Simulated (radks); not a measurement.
Question: The bismuth ion Bi3+, [Hg]. Calculated with a radial shooting solver on a logarithmic mesh with Libxc functionals: non-relativistic Kohn-Sham, PBE, spin-polarised, spherical densities, point nucleus. Every spin shell is full or empty, so the densities are truly spherical. Functionals are evaluated on that one density, not self-consistently. Rank these exchange functionals by their error against the exact value of the orbitals, and give that value: LDA, PBEsol, revPBE, RPBE, PW91, PW86, WC, EV93, APBE, TPSS, SCAN, r2SCAN, MS2, Tao-Mo.

Answer: Exact: -365.365 hartree. From best to worst, with 100 (|E| - |E exact|)/|E exact| (equal figures are ties): PW91 +0.03, SCAN +0.04, r2SCAN -0.19, APBE +0.23, RPBE -0.24, revPBE -0.27, PW86 -0.41, TPSS -0.45, EV93 -0.53, WC -0.63, MS2 -0.68, Tao-Mo -0.84, PBEsol -1.78, LDA -3.76.
